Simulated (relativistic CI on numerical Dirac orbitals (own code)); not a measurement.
Sensitivity of the levels of Cd14+ to α and to the nuclear radius

Computed by Dirac-Coulomb-Breit CI, KLI orbitals optimised for each configuration, derivatives by finite differences, unscaled Slater integrals, QED left out (own radial code, finite nucleus).

Configurations in the expansion (outside the closed core [Ar] 3d10): 4s²4p⁴, 4s4p⁵, 4p⁶, 4s²4p³4d, 4s4p⁴4d, 4s²4p³4f. Double excitations out of closed p, d and f shells are left out; levels of such configurations are missing from the list, as are those of other unlisted configurations, and high levels can miss mixing partners.

With x = (α/α₀)² − 1 an excitation energy changes as ω = ω₀ + qx; K = 2q/ω₀ is the relative enhancement. Terms are leading LS components, so labels can repeat. The field-shift factor is F = δν/δ⟨r²⟩ for the transition from the lowest level.

Lowest level 4s²4p⁴ ³P2.

| Level | ω₀ (cm⁻¹) | q (cm⁻¹) | F (GHz/fm²) |
| --- | --- | --- | --- |
| 4s²4p⁴ ³P0 | 32825 | 11700 | -0.548 |
| 4s²4p⁴ ³P1 | 54941 | 64570 | -1.5 |
| 4s²4p⁴ ¹D2 | 75925 | 62650 | -1.42 |
| 4s²4p⁴ ¹S0 | 154907 | 118500 | -3.73 |
| 4s4p⁵ ³P°2 | 374508 | 78080 | -70.7 |
| 4s4p⁵ ³P°1 | 403010 | 95880 | -68.6 |
| 4s4p⁵ ³P°0 | 433650 | 140200 | -70.2 |
| 4s4p⁵ ¹P°1 | 485052 | 113500 | -56.2 |
| 4s²4p³4d ⁵D°2 | 509628 | 21740 | 1.76 |
| 4s²4p³4d ⁵D°0 | 510895 | 31130 | 0.778 |
| 4s²4p³4d ⁵D°3 | 510913 | 26530 | 1.95 |
| 4s²4p³4d ⁵D°1 | 514257 | 39670 | 0.0291 |
| 4s²4p³4d ⁵D°4 | 518700 | 37350 | 1.93 |

At this charge energies of transitions that change n are usually good to better than 1 %, and those within a shell (Δn = 0) to a few per cent.

Task: Which transition from the lowest level has the largest |K|?

Result: 4s²4p⁴ ³P1 at 54941 cm⁻¹, K = 2.35.
